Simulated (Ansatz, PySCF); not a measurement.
Gas-phase reaction in SMILES: NC1CCC1 → NC1C[CH]C1 + H atom (the C-H bond at the site shown breaks; other sites are not compared here)
Geometries: B3LYP-D3(BJ)/def2-TZVP minima from Ansatz (an electronic-structure program), one conformer each, not searched for the lowest.
Geometry of the first species:
SMILES: C1(N)CCC1
```xyz
14

C     -1.5398     0.2655     0.2709
C     -0.6234    -0.9815     0.2024
C      0.5971    -0.0373     0.2786
C     -0.3237     1.1240    -0.1576
N      1.7132    -0.3468    -0.6022
H     -1.8557     0.4849     1.2912
H     -2.4165     0.2798    -0.3747
H     -0.6644    -1.4556    -0.7791
H     -0.7297    -1.7420     0.9762
H      0.8911     0.1004     1.3288
H     -0.1838     2.0937     0.3203
H     -0.2801     1.2446    -1.2408
H      2.1797    -1.1960    -0.3002
H      2.4060     0.3942    -0.5721
```
Charge 0, spin multiplicity 1.

Property: bond dissociation energy (enthalpy at 298 K, with B3LYP-D3(BJ) rigid-rotor harmonic-oscillator terms from PySCF), in kcal/mol. Cores are frozen in the correlated levels unless marked. UHF or UKS for open shells. No spin-orbit coupling. No relativistic terms. CBS(X,Y): correlation extrapolated as X^-3; Hartree-Fock from the larger set. The bracket is a focal-point correction in the basis named.

RI-MP2/CBS(cc-pVTZ,cc-pVQZ)+[CCSD(T)-MP2]/cc-pVTZ (Ansatz) gives 100.8 kcal/mol.

Task: Another calculation gave 96.9 kcal/mol. Which level was it?
A. PBE/def2-TZVPD (Ansatz)
B. SVWN5/def2-TZVPD (Ansatz)
C. B97M-V/def2-TZVPD (Ansatz)

Result: C, B97M-V/def2-TZVPD (Ansatz). The others give 94.4 (PBE), 105.6 (SVWN5) kcal/mol.
